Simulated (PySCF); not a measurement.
**Telling isomers of C₈H₁₃P apart by NMR**

Computational details: shieldings: GIAO PBE0/pcSseg-1, GFN2-xTB geometry, in PySCF 2.14.0 with density-fitted response routines (fast rotation and ring inversion assumed for equivalent nuclei, isolated molecule, no relativistic terms, one computed conformer).

Chemical shifts δ = σref − σ; TMS for 1H (σ = 31.72 ppm), 13C (σ = 186.93 ppm), all at this level. Splittings of carbon signals by F and P are missing where no couplings were computed. Where no couplings were computed, multiplicities follow the n + 1 count of equivalent neighbours, and m marks all less simple cases (inequivalent or close neighbours, rings, F or P nearby). Shifts are as computed. Against solution values, carbons near 30 ppm lie about +3 ppm off and those near 130 ppm about +5 ppm. Of 1211 compounds with measured shifts, 218 miss one by over three times the rms of a fit or turn the order of signals round; such compounds aren't used in these exercises.

(1) Tabulate the signals of `C=CC1CP(C2CC2)C1`, `CC(C)P1C=CCC=C1`, `C=P1(CC)C=CCC=C1`, `CCP1C=CC(C)C=C1` and their relative energies.

(2) What is the quickest way to tell C=CC1CP(C2CC2)C1 from CCP1C=CC(C)C=C1?

(3) What is the quickest way to tell CC(C)P1C=CCC=C1 from CCP1C=CC(C)C=C1?

(4) What is the quickest way to tell C=P1(CC)C=CCC=C1 from CCP1C=CC(C)C=C1?

Results:

(1) 
```json
{"SMILES": "C=CC1CP(C2CC2)C1", "carbon types": "3×CH 5×CH2", "δC": "154.2, 117.2, 46.4, 29.7, 14.9, 5.9", "δH": "6.25 (m, 1H), 5.14 (m, 1H), 5.00 (m, 1H), 3.73 (m, 1H), 2.00 (m, 2H), 1.95 (m, 2H), 1.40 (m, 1H), 0.86 (m, 2H), 0.37 (m, 2H)", "E rel. (kcal/mol)": "24.1"}
{"SMILES": "CC(C)P1C=CCC=C1", "carbon types": "5×CH 1×CH2 2×CH3", "δC": "136.9, 133.0, 33.6, 31.9, 21.7", "δH": "6.51 (m, 2H), 6.22 (m, 2H), 3.01 (m, 2H), 1.59 (m, 1H), 1.20 (m, 6H)", "E rel. (kcal/mol)": "0.0"}
{"SMILES": "C=P1(CC)C=CCC=C1", "carbon types": "4×CH 3×CH2 1×CH3", "δC": "148.4, 133.7, 35.1, 26.0, 10.9, 8.3", "δH": "6.83 (m, 2H), 6.06 (m, 2H), 3.06 (m, 1H), 2.97 (m, 1H), 1.83 (m, 2H), 1.04 (m, 3H), 0.10 (m, 2H)", "E rel. (kcal/mol)": "34.9"}
{"SMILES": "CCP1C=CC(C)C=C1", "carbon types": "5×CH 1×CH2 2×CH3", "δC": "143.2, 137.3, 38.7, 27.4, 19.1, 12.8", "δH": "6.76 (m, 2H), 6.54 (m, 2H), 3.17 (m, 1H), 1.66 (m, 2H), 1.33 (m, 3H), 0.92 (d, 3H)", "E rel. (kcal/mol)": "0.9"}
```

Energies are electronic energies at PBE0/pcSseg-1 on these geometries, without zero-point or thermal terms, each for the one conformer computed, which needn't be the lowest.

(2) Both give the same number of carbon signals, but DEPT or the intensities differ. The first has a terminal =CH2 carbon at 117.2 ppm, the second a methyl carbon (CH3) at 19.1 ppm. Their most deshielded carbons lie at 154.2 and 143.2 ppm. In the proton spectra the most deshielded non-exchanging signals are 6.25 (m, 1H) and 6.76 (m, 2H).

(3) Count the carbon signals: 5 against 6. The first has an sp3 CH bonded to P at 31.9 ppm, the second a methyl carbon (CH3) at 12.8 ppm. Their most deshielded carbons lie at 136.9 and 143.2 ppm.

(4) Both give the same number of carbon signals, but DEPT or the intensities differ. The first has a carbon double-bonded to a heavier main-group atom (CH2) at 8.3 ppm, the second an allylic sp3 CH at 38.7 ppm. Their most deshielded carbons lie at 148.4 and 143.2 ppm.
